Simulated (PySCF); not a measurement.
PySCF input file for TiO₂, SMILES [O]=[Ti]=[O], multiplicity 1, TPSSh-D3(BJ)/def2-TZVP. 

```python
import numpy as np
from pyscf import gto, scf, dft
from pyscf.geomopt import geometric_solver

mol = gto.M(
    atom='''
    Ti    0.00000000    0.00000000    0.37574203
    O    -0.00000000   -1.36423106   -0.51664528
    O     0.00000000    1.36423105   -0.51664529
    ''',
    basis='def2-TZVP',
    charge=0,
    spin=0,
    max_memory=1600,
    verbose=3,
)
mf = dft.RKS(mol, xc='tpssh').density_fit(auxbasis='def2-universal-jkfit')
mf.disp = 'd3bj'
mf.grids.level = 4
mf.conv_tol = 1e-9
mf.max_cycle = 100
mf.kernel()
grad = mf.nuc_grad_method()
grad.grid_response = mol.nao <= 150
conv, mol_eq = geometric_solver.kernel(grad, convergence_set='GAU_TIGHT', maxsteps=100)
print(mol_eq.tostring(format='xyz'))
mf.reset(mol_eq)
mf.kernel()
```

Output:

```
converged SCF energy = -1000.04568971537
[banner and settings of the optimiser left out]
Geometry optimization cycle 1
Cartesian coordinates (Angstrom)
 Atom        New coordinates             dX        dY        dZ
  Ti   0.000000   0.000000   0.375742    0.000000  0.000000  0.000000
   O   0.000000  -1.364231  -0.516645    0.000000  0.000000  0.000000
   O   0.000000   1.364231  -0.516645    0.000000  0.000000  0.000000

WARN: Mole.unit (angstrom) is changed to Bohr

converged SCF energy = -1000.04568971539
--------------- DFRKS_Scanner gradients ---------------
         x                y                z
0 Ti     0.0000000000     0.0000000635    -0.0215248174
1 O    -0.0000000000     0.0094377167     0.0107623895
2 O     0.0000000000    -0.0094377802     0.0107624280
----------------------------------------------
cycle 1: E = -1000.04568972  dE = -1000.05  norm(grad) = 0.0295486
Step    0 : Gradient = 1.706e-02/2.152e-02 (rms/max) Energy = -1000.0456897154
Hessian Eigenvalues: 5.00000e-02 5.00000e-02 5.00000e-02 ... 2.50000e-01 4.57987e-01 4.57987e-01

Geometry optimization cycle 2
Cartesian coordinates (Angstrom)
 Atom        New coordinates             dX        dY        dZ
  Ti  -0.000000  -0.000000   0.403116   -0.000000 -0.000000  0.027374
   O   0.000000  -1.355861  -0.530332    0.000000  0.008371 -0.013687
   O  -0.000000   1.355861  -0.530332   -0.000000 -0.008370 -0.013687
converged SCF energy = -1000.04621043401
--------------- DFRKS_Scanner gradients ---------------
         x                y                z
0 Ti    -0.0000000000     0.0000072559     0.0053266728
1 O     0.0000000000    -0.0024617974    -0.0026657119
2 O    -0.0000000000     0.0024545415    -0.0026609609
----------------------------------------------
cycle 2: E = -1000.04621043  dE = -0.000520719  norm(grad) = 0.00739226
Step    1 : Displace = 2.053e-02/2.737e-02 (rms/max) Trust = 1.000e-01 (=) Grad = 4.268e-03/5.327e-03 (rms/max) E (change) = -1000.0462104340 (-5.207e-04) Quality = 0.749
Hessian Eigenvalues: 5.00000e-02 5.00000e-02 5.00000e-02 ... 2.63143e-01 4.57987e-01 5.38583e-01

Geometry optimization cycle 3
Cartesian coordinates (Angstrom)
 Atom        New coordinates             dX        dY        dZ
  Ti  -0.000000  -0.000004   0.398246    0.000000 -0.000004 -0.004870
   O  -0.000000  -1.356871  -0.527899   -0.000000 -0.001011  0.002433
   O   0.000000   1.356876  -0.527896    0.000000  0.001015  0.002437
converged SCF energy = -1000.0462434178
--------------- DFRKS_Scanner gradients ---------------
         x                y                z
0 Ti     0.0000000000    -0.0000052651     0.0001674272
1 O    -0.0000000000    -0.0001228682    -0.0000819178
2 O    -0.0000000000     0.0001281333    -0.0000855095
----------------------------------------------
cycle 3: E = -1000.04624342  dE = -3.29838e-05  norm(grad) = 0.000271287
Step    2 : Displace = 3.541e-03/4.870e-03 (rms/max) Trust = 1.000e-01 (=) Grad = 1.566e-04/1.675e-04 (rms/max) E (change) = -1000.0462434178 (-3.298e-05) Quality = 1.031
Hessian Eigenvalues: 5.00000e-02 5.00000e-02 5.00000e-02 ... 2.66573e-01 4.57985e-01 5.16381e-01

Geometry optimization cycle 4
Cartesian coordinates (Angstrom)
 Atom        New coordinates             dX        dY        dZ
  Ti  -0.000000  -0.000001   0.398220   -0.000000  0.000003 -0.000026
   O  -0.000000  -1.356708  -0.527887   -0.000000  0.000163  0.000012
   O   0.000000   1.356710  -0.527882   -0.000000 -0.000166  0.000014
converged SCF energy = -1000.04624346206
--------------- DFRKS_Scanner gradients ---------------
         x                y                z
0 Ti    -0.0000000000    -0.0000137286    -0.0000008881
1 O     0.0000000000     0.0000040573     0.0000048865
2 O    -0.0000000000     0.0000096713    -0.0000039984
----------------------------------------------
cycle 4: E = -1000.04624346  dE = -4.42607e-08  norm(grad) = 1.84153e-05
Step    3 : Displace = 1.357e-04/1.665e-04 (rms/max) Trust = 1.414e-01 (+) Grad = 1.063e-05/1.376e-05 (rms/max) E (change) = -1000.0462434621 (-4.426e-08) Quality = 0.978
Hessian Eigenvalues: 4.99996e-02 5.00000e-02 5.00000e-02 ... 2.61236e-01 4.47675e-01 5.28357e-01

Geometry optimization cycle 5
Cartesian coordinates (Angstrom)
 Atom        New coordinates             dX        dY        dZ
  Ti   0.000000   0.000008   0.398230    0.000000  0.000010  0.000010
   O  -0.000000  -1.356699  -0.527887    0.000000  0.000009 -0.000000
   O   0.000000   1.356691  -0.527891    0.000000 -0.000019 -0.000009
converged SCF energy = -1000.0462434637
--------------- DFRKS_Scanner gradients ---------------
         x                y                z
0 Ti     0.0000000000     0.0000086519    -0.0000005718
1 O    -0.0000000000    -0.0000030994    -0.0000027198
2 O     0.0000000000    -0.0000055525     0.0000032916
----------------------------------------------
cycle 5: E = -1000.04624346  dE = -1.64277e-09  norm(grad) = 1.15694e-05
Step    4 : Displace = 1.430e-05/1.767e-05 (rms/max) Trust = 2.000e-01 (+) Grad = 6.680e-06/8.671e-06 (rms/max) E (change) = -1000.0462434637 (-1.643e-09) Quality = 6.789
Hessian Eigenvalues: 4.99996e-02 5.00000e-02 5.00000e-02 ... 2.61236e-01 4.47675e-01 5.28357e-01
Converged! =D

3
XYZ from PySCF
Ti          0.00000000        0.00000849        0.39822958
O          -0.00000000       -1.35669909       -0.52788713
O           0.00000000        1.35669059       -0.52789098
converged SCF energy = -1000.0462434638
```

The run converged.

Cost: very roughly 50 core-seconds.
